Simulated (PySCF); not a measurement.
Gas-phase reaction: GeCl4 + Cl2 + 2 GeH3 ⇌ 3 GeH2Cl2

Method: PySCF energies (xtb for GFN2) plus ideal-gas RRHO corrections (1 bar). † marks an energy on the PBE0/def2-TZVP geometry and frequencies; other levels use their own. MP2 and CCSD(T) freeze the core. 6-31G* has spherical d functions here. Open shells (unrestricted): GeH3 (multiplicity 2); the rest are closed-shell singlets. GFN2 has no spin-polarisation term. Ge: all electrons, no relativistic terms. GeH3: computed as isolated molecules; such fragments, hydroxides, amides, oligomers or adducts are transient or little studied in the gas. MP2 isn't extrapolated to the basis-set limit; its ΔH°(298 K) is -590.5 kJ in def2-SVP and -603.8 kJ in def2-TZVPP. CCSD(T) isn't extrapolated to the basis-set limit; its ΔH°(298 K) is -570.8 kJ in def2-SVP and -585.3 kJ in def2-TZVPP. The harmonic model lacks anharmonicity and excited electronic states, which grow with temperature; levels with a mode under 35 cm⁻¹ are left out.

ΔH° and ΔS° at 298 K: CCSD(T)/def2-SVP† -571 kJ, -129 J/K; GFN2-xTB -625 kJ, -133 J/K; HF/6-31G* -560 kJ, -128 J/K; M06-2X/def2-TZVP† -580 kJ, -129 J/K; MP2/def2-TZVPP† -604 kJ, -129 J/K.

Q: With the heat capacities included, give log10 K (1 bar) at 500, 800, 1400, 2000, 2500 K from CCSD(T)/def2-SVP†, GFN2-xTB, HF/6-31G*, M06-2X/def2-TZVP†, MP2/def2-TZVPP†.

A: 
```json
[
 {"T (K)": "500", "CCSD(T)/def2-SVP†": "52.9", "GFN2-xTB": "58.4", "HF/6-31G*": "51.8", "M06-2X/def2-TZVP†": "53.8", "MP2/def2-TZVPP†": "56.3"},
 {"T (K)": "800", "CCSD(T)/def2-SVP†": "30.5", "GFN2-xTB": "33.9", "HF/6-31G*": "29.8", "M06-2X/def2-TZVP†": "31.1", "MP2/def2-TZVPP†": "32.7"},
 {"T (K)": "1400", "CCSD(T)/def2-SVP†": "14.6", "GFN2-xTB": "16.5", "HF/6-31G*": "14.2", "M06-2X/def2-TZVP†": "15.0", "MP2/def2-TZVPP†": "15.8"},
 {"T (K)": "2000", "CCSD(T)/def2-SVP†": "8.3", "GFN2-xTB": "9.6", "HF/6-31G*": "8.0", "M06-2X/def2-TZVP†": "8.6", "MP2/def2-TZVPP†": "9.2"},
 {"T (K)": "2500", "CCSD(T)/def2-SVP†": "5.4", "GFN2-xTB": "6.5", "HF/6-31G*": "5.1", "M06-2X/def2-TZVP†": "5.6", "MP2/def2-TZVPP†": "6.1"}
]
```
